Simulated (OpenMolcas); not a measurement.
**OpenMolcas run: Pt III**

Input:

```
&GATEWAY
Coord
1

Pt 0.0 0.0 0.0
Basis=ANO-R3
Group=XYZ
NoMove
AngMom=0.0 0.0 0.0
AMFI
&SEWARD
* reference wave functions (RASSCF and RASSI steps not shown): 8 electrons in 5 orbitals (5d)
>>> COPY JOB001 $Project.JobIph
&CASPT2
Multistate=10 1 2 3 4 5 6 7 8 9 10
Frozen=14 16
IPEA=0.25
Imaginary=0.1
MaxIter=60
WThr=0.0 0.3 0.05
PrWF=0.5
NoMix
>>> COPY JOB002 $Project.JobIph
&CASPT2
Multistate=14 1 2 3 4 5 6 7 8 9 10 11 12 13 14
Frozen=14 16
IPEA=0.25
Imaginary=0.1
MaxIter=60
WThr=0.0 0.3 0.05
PrWF=0.5
NoMix
```

Launched by
```bash
OMP_NUM_THREADS=1 MOLCAS_MEM=2252 MOLCAS_PROJECT=a pymolcas a.inp > a.log  # once for each step of the input, in one work folder
```

Output, cut to the results:

```
--- CASPT2 ---
Orbital specifications:
      -----------------------

      Symmetry species                           1   2
                                                ag  au
      Frozen orbitals                           14  16
      Inactive orbitals                          1   3
      Active orbitals                            5   0
      Secondary orbitals                        37  52
      Deleted orbitals                           0   0
      Number of basis functions                 57  71
Type of calculation                        MS-CASPT2
      Fock operator                              state-specific
      IPEA shift                                 0.25
      Real shift                                 0.00
      Imaginary shift                            0.10
      The input orbitals will be transformed to quasi-canonical
Reference energy:      -18409.4556896150
      E2 (Non-variational):      -0.5190118511
      Shift correction:          -0.0001881911
      E2 (Variational):          -0.5192000422
      Total energy:          -18409.9748896572
      Residual norm:              0.0000004849
      Reference weight:           0.92416
      Contributions to the CASPT2 correlation energy
      Active & Virtual Only:         -0.2136791145
      One Inactive Excited:          -0.2146514388
      Two Inactive Excited:          -0.0906812978
Reference energy:      -18409.4556896150
      E2 (Non-variational):      -0.5190251060
      Shift correction:          -0.0001882755
      E2 (Variational):          -0.5192133815
      Total energy:          -18409.9749029965
      Residual norm:              0.0000004888
      Reference weight:           0.92414
      Contributions to the CASPT2 correlation energy
      Active & Virtual Only:         -0.2137390090
      One Inactive Excited:          -0.2145983712
      Two Inactive Excited:          -0.0906877259
::    CASPT2 Root  1     Total energy: -18409.97488966
::    CASPT2 Root  2     Total energy: -18409.97490300
::    CASPT2 Root  3     Total energy: -18409.97525251
::    CASPT2 Root  4     Total energy: -18409.97616594
::    CASPT2 Root  5     Total energy: -18409.97632016
::    CASPT2 Root  6     Total energy: -18409.97632245
::    CASPT2 Root  7     Total energy: -18409.97719325
::    CASPT2 Root  8     Total energy: -18409.93295544
::    CASPT2 Root  9     Total energy: -18409.93295548
::    CASPT2 Root 10     Total energy: -18409.93295547
::    MS-CASPT2 Root  1     Total energy: -18409.97744600
::    MS-CASPT2 Root  2     Total energy: -18409.97679030
::    MS-CASPT2 Root  3     Total energy: -18409.97638227
::    MS-CASPT2 Root  4     Total energy: -18409.97576264
::    MS-CASPT2 Root  5     Total energy: -18409.97553232
::    MS-CASPT2 Root  6     Total energy: -18409.97487943
::    MS-CASPT2 Root  7     Total energy: -18409.97436367
::    MS-CASPT2 Root  8     Total energy: -18409.93294345
::    MS-CASPT2 Root  9     Total energy: -18409.93291633
::    MS-CASPT2 Root 10     Total energy: -18409.93289696
--- CASPT2 ---
Orbital specifications:
      -----------------------

      Symmetry species                           1   2
                                                ag  au
      Frozen orbitals                           14  16
      Inactive orbitals                          1   3
      Active orbitals                            5   0
      Secondary orbitals                        37  52
      Deleted orbitals                           0   0
      Number of basis functions                 57  71
Type of calculation                        MS-CASPT2
      Fock operator                              state-specific
      IPEA shift                                 0.25
      Real shift                                 0.00
      Imaginary shift                            0.10
      The input orbitals will be transformed to quasi-canonical
Reference energy:      -18409.4039698606
      E2 (Non-variational):      -0.5342761909
      Shift correction:          -0.0002878326
      E2 (Variational):          -0.5345640235
      Total energy:          -18409.9385338841
      Residual norm:              0.0000003692
      Reference weight:           0.91698
      Contributions to the CASPT2 correlation energy
      Active & Virtual Only:         -0.2267674898
      One Inactive Excited:          -0.2127034259
      Two Inactive Excited:          -0.0948052752
Reference energy:      -18409.4039698606
      E2 (Non-variational):      -0.5343061760
      Shift correction:          -0.0002893003
      E2 (Variational):          -0.5345954762
      Total energy:          -18409.9385653368
      Residual norm:              0.0000003670
      Reference weight:           0.91695
      Contributions to the CASPT2 correlation energy
      Active & Virtual Only:         -0.2267560293
      One Inactive Excited:          -0.2127448123
      Two Inactive Excited:          -0.0948053344
::    CASPT2 Root  1     Total energy: -18409.93853388
::    CASPT2 Root  2     Total energy: -18409.93856534
::    CASPT2 Root  3     Total energy: -18409.93852594
::    CASPT2 Root  4     Total energy: -18409.93857206
::    CASPT2 Root  5     Total energy: -18409.93853546
::    CASPT2 Root  6     Total energy: -18409.91324886
::    CASPT2 Root  7     Total energy: -18409.91204575
::    CASPT2 Root  8     Total energy: -18409.91431808
::    CASPT2 Root  9     Total energy: -18409.91376736
::    CASPT2 Root 10     Total energy: -18409.91247996
::    CASPT2 Root 11     Total energy: -18409.91431788
::    CASPT2 Root 12     Total energy: -18409.91386153
::    CASPT2 Root 13     Total energy: -18409.91293605
::    CASPT2 Root 14     Total energy: -18409.91367751
::    MS-CASPT2 Root  1     Total energy: -18409.93869329
::    MS-CASPT2 Root  2     Total energy: -18409.93860388
::    MS-CASPT2 Root  3     Total energy: -18409.93858755
::    MS-CASPT2 Root  4     Total energy: -18409.93856659
::    MS-CASPT2 Root  5     Total energy: -18409.93855376
...
```

Levels above the lowest, from the spin-orbit matrix with the single-state CASPT2 energies, averaged by term, on its diagonal:

| Configuration | Term | J | E (cm-1) | Measured (cm-1) | g | Term weight % | Second |
| --- | --- | --- | --- | --- | --- | --- | --- |
| 5d8 | 3F | 4 | 0.0 | 0.0 | 1.240 | 96 | 4 1G |
| 5d8 | 1D | 2 | 6270 |  | 1.073 | 50 | 29 3P |
| 5d8 | 3F | 3 | 10180 | 9752 | 1.084 | 100 |  |
| 5d8 | 3P | 2 | 15970 |  | 1.109 | 53 | 46 3F |
| 5d8 | 3P | 1 | 19600 |  | 1.501 | 100 |  |
| 5d8 | 3P | 0 | 21900 |  |  | 100 |  |
| 5d8 | 1G | 4 | 22570 | 21331 | 1.011 | 96 | 4 3F |
| 5d8 | 1D | 2 | 25910 |  | 0.985 | 49 | 32 3F |

Against the 2 measured excited levels shown (NIST levels as listed in McCann et al., Mon. Not. R. Astron. Soc. 538, 537 (2025)) the mean absolute deviation is 830 cm-1; the largest miss in energy is 5d8 1G4: computed 22570, measured 21331 cm-1 (+5.8 %).

Term energies are means over components that CASPT2 splits; among the terms shown or strongly mixed into the levels shown the widest spread is 510 cm-1 (5d8 3F). Some high roots are left out of the spin-orbit mixing, which shifts the levels that they would mix with. Configurations with an s electron lie low in 5d ions of this charge, fall among these levels and mix in, so low-spin terms can stand far too high, up to twice their true height, and weights are not those of the real levels. Computed and measured levels are paired by configuration, term and J; levels that our copy of the source lacks, or whose pairing is in doubt (as where it misses far off the trend of its configuration), stay unpaired and out of the deviations. Only configurations of the active space appear. The first state left out of the spin-orbit step lies near 44000 cm-1 above the lowest spin-free state of the reference (among the parities and spins computed), and the list stops at four fifths of that energy or lower.

The CASPT2 steps took 14 s on 1 thread of Arm Neoverse V2 (shared host); the integral step is not counted.

The term weight is that of the spin-free term in the level, not the purity of its configuration.
